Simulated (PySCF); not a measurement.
BrGeHO, SMILES [OH][Ge][Br] (connectivity only; charge and spin as stated), neutral, multiplicity 1.

Geometry: B3LYP-D3(BJ)/def2-TZVP. One conformer was computed; it need not be the lowest.

Calculation: M06-2X/def2-TZVPD in PySCF.

- total energy = -4727.10858 hartree
- point group = Cs
- highest occupied level = -8.70 eV
- lowest empty level = -1.69 eV
- orbital gap = 7.01 eV
- dipole moment = 3.34 D
- quadrupole, principal values (traceless, Buckingham form, about the centre of nuclear charge) = -6.24, 0.05, 6.18 D·Å
- mean static polarisability = 60.7 bohr³ (8.99 Å³)
- polarisability, principal values = 47.6, 53.8, 80.6 bohr³
